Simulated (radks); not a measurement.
Results of a calculation; reference values are marked as such.
Problem. These are the eigenvalues of the occupied orbitals of an atom or ion with whole-number occupations (hartree). Level of theory: scalar-relativistic Kohn-Sham, PBEsol, spin-polarised, spherical densities, finite nucleus; Fermi nuclear charge, rms radius of each element as measured or else 0.836 A^(1/3) + 0.57 fm (a radial shooting solver on a logarithmic mesh with Libxc functionals).

1s down: -2969.444
1s up: -2969.444
2s up: -526.7103
2s down: -526.6921
2p up: -456.0110
2p down: -455.9960
3s up: -126.8169
3s down: -126.8091
3p up: -106.3001
3p down: -106.2916
3d up: -84.33373
3d down: -84.32016
4s up: -30.07500
4s down: -30.05717
4p up: -23.34198
4p down: -23.32484
4d up: -15.24810
4d down: -15.22787
5s up: -7.22789
5s down: -7.10295
4f up: -6.25796
4f down: -6.22918
5p up: -5.39533
5p down: -5.24326
5d up: -3.24241

Which element is it, and in what charge state? The configuration may be excited. Open shells, if any, are filled with parallel spins first.

Solution. Z = 79, gold, charge +6: Au6+ in [Xe] 4f14 5d5. The list shows which subshells hold electrons but not how many an open one holds; the 1s level, -2969.4 hartree, gives Z - s = 77.1 by -(Z - s)^2/2, which with screening and relativity narrows Z to a few neighbours, and the depths of the outer levels then fix element, charge and occupations together.
